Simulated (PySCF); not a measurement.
## Trend along group 14: MAl molecules

PBE0 with double-zeta basis sets in PySCF, for the lowest determinant that a PBE0 search found; no spin–orbit coupling. De refers to high-spin ground-configuration atoms. A positive dipole means M(−)Al(+).

```tsv
M	basis	state (unpaired electrons)	Re (Å)	ωe (cm⁻¹)	De (eV)	μ (D)
C	def2-SVPD	quartet (σ ↑, π ↑↑)	1.973	641	3.60	1.70
Si	x2c-SVPall	quartet (σ ↑, π ↑↑)	2.419	381	2.59	1.39
Sn	x2c-SVPall	quartet (σ ↑, π ↑↑)	2.649	271	2.26	0.77
Pb	def2-SVP	quartet (σ ↑, π ↑↑)	2.715	248	2.11	0.34
```

**Question.** The row for M = Ge is missing. Estimate Re, ωe and De as the mean of the rows for Si and Sn, and compare with the calculation.

**Answer.** The means are 2.534 Å, 326 cm⁻¹ and 2.42 eV. PBE0 in x2c-SVPall gives AlGe as a quartet (σ ↑, π ↑↑) with Re = 2.462 Å, ωe = 310 cm⁻¹, De = 2.49 eV, so the estimate is off by +7.2 pm, +5 % and -0.07 eV.

The rows differ in basis set, which adds steps of its own.

Spin–orbit coupling is left out, which matters for elements this heavy, above all for dissociation energies. States were picked by a PBE0 search and need not be the measured ground states.
